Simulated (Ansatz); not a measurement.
Ideal-gas functions of B₂H₅NSi, SMILES `NB1B[SiH2]1` at 500 K and 1 bar, from an Ansatz frequency run at PBE0-D4/def2-TZVP.

Molar mass 68.76 g/mol, point group C1 (symmetry number 1), electronic degeneracy 1, moments of inertia 34.066, 150.319, 181.332 u Å². Harmonic wavenumbers (cm⁻¹, unscaled): 62, 163, 318, 379, 443, 484, 535, 552, 684, 719, 823, 902, 915, 979, 1530, 1645, 2190, 2221, 2692, 3601, 3690.

Use S(trans) = R[1.5 ln M + 2.5 ln T − 1.1517]; rotational temperatures θ = 24.2544 K / I; S(rot) = R[ln(√π/σ · √(T³/θAθBθC)) + 1.5]; for each mode x = 1.438777 ν̃/T, S = R[x/(eˣ − 1) − ln(1 − e⁻ˣ)] and H = RT x/(eˣ − 1); 1 cm⁻¹ = 0.0119627 kJ/mol; R = 8.31446 J/(mol·K).

By hand: the entropy, in J/(mol·K).

Translation 172.4. Rotation: θ = 0.712, 0.1614, 0.1338 K, giving 112.1. Vibration, mode by mode: 22.66, 14.68, 9.34, 7.99, 6.84, 6.20, 5.50, 5.29, 3.91, 3.61, 2.85, 2.38, 2.32, 2.00, 0.56, 0.42, 0.11, 0.10, 0.03, 0.00, 0.00, in all 96.8. Electronic 0.0. Sum 381.3 J/(mol·K).

By hand: H − E and G − E in kJ/mol, counted from the electronic energy.

Zero-point energy ½ × 25527 × 0.0119627 = 152.7; thermal vibration 25.9; translation, rotation and pV give 4 RT = 16.6. H − E = 195.2 kJ/mol, and G − E = 195.2 − 500 × 381.3/1000 = 4.5 kJ/mol.

Vibration gives 25 % of the entropy, 22.7 J/(mol·K) of it from the mode under 150 cm⁻¹: soft modes count most, and the harmonic formula is weakest for them. The sum counts one conformer and one mirror image; others add a mixing term.
